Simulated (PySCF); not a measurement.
methanol (CH₄O), singlet, geometry from GFN2-xTB, with bond 5-1 at 1.6 times its length; PySCF with B3LYP/6-31G.

PySCF was given this input:
```python
from pyscf import gto, scf, dft

mol = gto.Mole()
mol.atom = '''
    C    -0.05774864    0.65750333    0.00623833
    O    -0.03498085   -0.74857812   -0.00758921
    H    -1.10610419    0.95010140    0.00407242
    H     0.88017380   -1.04794998   -0.00613415
    H     0.70957002    1.30451931    1.44319094
    H     0.43044352    1.07956523   -0.87898825
'''
mol.basis = '6-31g'
mol.verbose = 4
mol.build()

mf = dft.RKS(mol)
mf.xc = 'b3lyp'
mf.init_guess = 'mod_huckel'
mf.kernel()
mf.analyze()
```

Output, abridged:

```
PySCF version 2.14.0

[INPUT] verbose = 4
[INPUT] num. atoms = 6
[INPUT] num. electrons = 18
[INPUT] charge = 0
[INPUT] spin (= nelec alpha-beta = 2S) = 0
[INPUT] symmetry False subgroup None
[INPUT] Mole.unit = angstrom
[INPUT] Symbol           X                Y                Z      unit          X                Y                Z       unit  Magmom
[...]
nuclear repulsion = 38.8298219287642
number of shells = 18
number of NR pGTOs = 60
number of NR cGTOs = 26
basis = 6-31g
ecp = {}

******** <class 'pyscf.dft.rks.RKS'> ********
method = RKS
initial guess = mod_huckel
damping factor = 0
level_shift factor = 0
DIIS = <class 'pyscf.scf.diis.CDIIS'>
diis_start_cycle = 1
diis_space = 8
diis_damp = 0
SCF conv_tol = 1e-09
SCF conv_tol_grad = None
SCF max_cycles = 50
direct_scf = True
direct_scf_tol = 1e-13
XC library pyscf.dft.libxc version 7.1.2
    S. Lehtola, C. Steigemann, M. J. T. Oliveira, and M. A. L. Marques,  SoftwareX 7, 1–5 (2018)
XC functionals = b3lyp
    P. J. Stephens, F. J. Devlin, C. F. Chabalowski, and M. J. Frisch,  J. Phys. Chem. 98, 11623 (1994)
radial grids:
    Treutler-Ahlrichs [JCP 102, 346 (1995); DOI:10.1063/1.469408] (M4) radial grids

becke partition: Becke, JCP 88, 2547 (1988); DOI:10.1063/1.454033
pruning grids: <function nwchem_prune>
grids dens level: 3
symmetrized grids: False
atomic radii adjust function: <function treutler_atomic_radii_adjust>
small_rho_cutoff = 0
Set gradient conv threshold to 3.16228e-05
Initial guess from on-the-fly Huckel, doi:10.1021/acs.jctc.8b01089,
employing the updated GWH rule from doi:10.1021/ja00480a005.
Spherically averaged atomic HF for {'C', 'O', 'H'}

******** <class 'pyscf.scf.atom_hf.AtomSphAverageRHF'> ********
method = AtomSphAverageRHF
initial guess = minao
damping factor = 0
level_shift factor = 0
DIIS = <class 'pyscf.scf.diis.CDIIS'>
diis_start_cycle = 1
diis_space = 8
diis_damp = 0
SCF conv_tol = 1e-09
SCF conv_tol_grad = None
SCF max_cycles = 50
direct_scf = True
direct_scf_tol = 1e-13
atom = C
Set gradient conv threshold to 3.16228e-05
Initial guess from minao.
init E= -37.2760277011609
cycle= 1 E= -37.3124925813144  delta_E= -0.0365  |g|=    0  |ddm|= 0.352
cycle= 2 E= -37.3151528640331  delta_E= -0.00266  |g|=    0  |ddm|= 0.13
cycle= 3 E= -37.3153722895858  delta_E= -0.000219  |g|=    0  |ddm|= 0.0234
cycle= 4 E= -37.3153754157194  delta_E= -3.13e-06  |g|=    0  |ddm|= 0.00545
cycle= 5 E= -37.3153754158137  delta_E= -9.42e-11  |g|=    0  |ddm|= 1.35e-05
[...]
init E= -74.2476276424159
cycle= 1 E= -74.2594338864764  delta_E= -0.0118  |g|=    0  |ddm|= 0.116
cycle= 2 E= -74.2598210623337  delta_E= -0.000387  |g|=    0  |ddm|= 0.0449
cycle= 3 E= -74.2598913000013  delta_E= -7.02e-05  |g|=    0  |ddm|= 0.0122
cycle= 4 E= -74.2598924085094  delta_E= -1.11e-06  |g|=    0  |ddm|= 0.00225
cycle= 5 E= -74.2598924085102  delta_E= -8.67e-13  |g|=    0  |ddm|= 1.3e-06
Extra cycle  E= -74.2598924085103  delta_E= -2.84e-14  |g|=    0  |ddm|= 6.52e-08
Atomic HF for atom  O  converged. SCF energy = -74.2598924085103

******** 1 electron system ********
Atomic HF for atom  H  converged. SCF energy = -0.49823291072907

[...]
tot grids = 67432
init E= -114.66650614143
[...]
cycle= 1 E= -114.151625920499  delta_E= 0.515  |g|= 2.18  |ddm|= 3.06
[...]
cycle= 2 E= -114.070997102753  delta_E= 0.0806  |g|= 1.83  |ddm|= 3.72
[...]
cycle= 3 E= -115.567306771721  delta_E= -1.5  |g|= 0.321  |ddm|= 2.76
[...]
cycle= 4 E= -115.584152736275  delta_E= -0.0168  |g|= 0.216  |ddm|= 0.33
[...]
cycle= 5 E= -115.59356531416  delta_E= -0.00941  |g|= 0.0379  |ddm|=  0.2
[...]
cycle= 6 E= -115.593959147985  delta_E= -0.000394  |g|= 0.0143  |ddm|= 0.0641
[...]
cycle= 7 E= -115.594049957684  delta_E= -9.08e-05  |g|= 0.000872  |ddm|= 0.0187
[...]
cycle= 8 E= -115.594050204779  delta_E= -2.47e-07  |g|= 8.46e-05  |ddm|= 0.000917
[...]
cycle= 9 E= -115.594050206742  delta_E= -1.96e-09  |g|= 1.46e-05  |ddm|= 0.000104
[...]
cycle= 10 E= -115.594050206802  delta_E= -6.02e-11  |g|= 1.69e-06  |ddm|= 1.54e-05
[...]
Extra cycle  E= -115.594050206801  delta_E= 6.25e-13  |g|= 2.26e-06  |ddm|= 3.76e-06
converged SCF energy = -115.594050206801
**** SCF Summaries ****
Total Energy =                        -115.594050206801398
Nuclear Repulsion Energy =              38.829821928764169
One-electron Energy =                 -233.656749262141432
Two-electron Energy =                   79.232877126575858
Two-electron Coulomb Energy =           94.602948744991082
DFT Exchange-Correlation Energy =      -15.370071618415221
HOMO-LUMO gap [eV] =                     6.606483011183934
**** MO energy ****
[...]
 ** Mulliken pop on meta-lowdin orthogonal AOs  **
 ** Mulliken pop  **
[...]
 ** Mulliken atomic charges  **
charge of    0C =     -0.05535
charge of    1O =     -0.44520
charge of    2H =      0.13727
charge of    3H =      0.32480
charge of    4H =     -0.07357
charge of    5H =      0.11206
Dipole moment(X, Y, Z, Debye):  1.21903,  0.36101, -1.00939
```
